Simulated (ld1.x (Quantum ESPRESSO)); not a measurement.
## Configuration tests for Pb (Z = 82) (TM)

| Item | Value |
| --- | --- |
| Element | lead (Pb) |
| Generator | ld1.x (Quantum ESPRESSO) 7.5 |
| Type | norm-conserving Troullier–Martins (Kleinman–Bylander form) |
| Functional | PBE |
| Relativity | scalar-relativistic |
| Frozen core | [Xe] 4f14 5d10 |
| Valence charge | 4 |
| Reference configuration | 6s1 6p3 |
| Partial waves | 6p (bound): rc 2.75 bohr; 6d channel at 0.05 Ry: rc 2.75 bohr; 6s (bound): rc 1.85 bohr |
| Local potential | the s channel |
| Core correction | Bessel-smoothed model core, default radius (core density twice the valence density) |

Energies are relative to the spin-unpolarised reference configuration 6s1 6p3; without spin polarisation the order of configurations can differ from experiment.

Problem. Give the all-electron excitation energy and the error of the potential for: 6s2 6p2; 6s2 6p1; 6s2 6p0; 6s2 6p2.3; 6s1 6p2; 6s2 6p1.5; 6s1 6p0.

Solution.

| valence configuration | charge | ΔE all-electron (eV) | error AE − PS (meV) |
| --- | --- | --- | --- |
| 6s2 6p2 | 0 | -8.736 | -34 |
| 6s2 6p1 | +1 | -2.161 | -20 |
| 6s2 6p0 | +2 | 11.284 | -55 |
| 6s2 6p2.3 | -0.3 | -9.536 | -37 |
| 6s1 6p2 | +1 | 7.366 | -15 |
| 6s2 6p1.5 | +0.5 | -6.245 | -25 |
| 6s1 6p0 | +3 | 43.693 | -363 |

Note: ghost state, extra bound levels that the all-electron valence spectrum of the same l lacks: d at -489.8 eV. A true bound ghost makes a file unfit for plane-wave use.
